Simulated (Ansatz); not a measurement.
Geometry optimisation, Ansatz 0.2.0, RKS PBE0/def2-SVP.

Input file:

```yaml
crystal:
  periodic: [false, false, false]
  atoms:
    - { symbol: F, position_ang: [-1.5234, -0.1639, 1.5053] }
    - { symbol: B, position_ang: [-0.7514, -0.3554, 0.33] }
    - { symbol: Si, position_ang: [0.4971, 0.9919, -0.2528] }
    - { symbol: S, position_ang: [-0.8311, -1.9531, -0.6304] }
    - { symbol: H, position_ang: [1.46249, 1.30233, 0.80331] }
    - { symbol: H, position_ang: [1.20122, 0.54716, -1.48617] }
    - { symbol: H, position_ang: [-0.26662, 2.26538, -0.60228] }
    - { symbol: H, position_ang: [0.1168, -2.57, 0.1568] }
basis:
  gaussian: { orbitals: def2-SVP }
hamiltonian:
  xc: pbe0
relax:
  f_tol: 0.015
  max_steps: 40
```

Launched with:

```bash
$ ansatz run input.yaml --threads 1 --pin off --max-ram 2048MiB --backend cpu --events-out ev --progress --plain --runs-dir out
```

Question: Where does it end, and by what steps?

Answer: The forces met the threshold. After 13 steps the energy has fallen by 0.970 eV; H8 moved furthest, 1.23 Å.

```json
{"step": "0", "energy less start (eV)": "0.0000", "largest force component (eV/Å)": "2.867", "accepted": "yes"}
{"step": "1", "energy less start (eV)": "-0.2535", "largest force component (eV/Å)": "1.998", "accepted": "yes"}
{"step": "2", "energy less start (eV)": "-0.3342", "largest force component (eV/Å)": "0.899", "accepted": "yes"}
{"step": "3", "energy less start (eV)": "-0.4017", "largest force component (eV/Å)": "0.592", "accepted": "yes"}
{"step": "4", "energy less start (eV)": "-0.5320", "largest force component (eV/Å)": "0.633", "accepted": "yes"}
{"step": "5", "energy less start (eV)": "-0.6375", "largest force component (eV/Å)": "1.374", "accepted": "yes"}
{"step": "6", "energy less start (eV)": "-0.8050", "largest force component (eV/Å)": "0.868", "accepted": "yes"}
{"step": "7", "energy less start (eV)": "-0.8947", "largest force component (eV/Å)": "0.925", "accepted": "yes"}
{"step": "8", "energy less start (eV)": "-0.9553", "largest force component (eV/Å)": "0.459", "accepted": "yes"}
{"step": "9", "energy less start (eV)": "-0.9605", "largest force component (eV/Å)": "0.212", "accepted": "yes"}
{"step": "10", "energy less start (eV)": "-0.9692", "largest force component (eV/Å)": "0.199", "accepted": "yes"}
{"step": "11", "energy less start (eV)": "-0.9701", "largest force component (eV/Å)": "0.090", "accepted": "yes"}
{"step": "12", "energy less start (eV)": "-0.9702", "largest force component (eV/Å)": "0.022", "accepted": "yes"}
{"step": "13", "energy less start (eV)": "-0.9703", "largest force component (eV/Å)": "0.005", "accepted": "yes"}
```

```xyz
8
Properties=species:S:1:pos:R:3
F -1.145 -0.465 1.482
B -0.425 -0.511 0.363
Si 0.535 1.148 -0.318
S -0.309 -2.058 -0.545
H 1.511 1.633 0.709
H 1.274 0.864 -1.586
H -0.452 2.245 -0.571
H -1.083 -2.791 0.291
```

Time of the run: 26 s on 1 thread of AMD EPYC 9R45 96-Core Processor (Zen 5), on a shared host, peak memory 0.18 GiB.
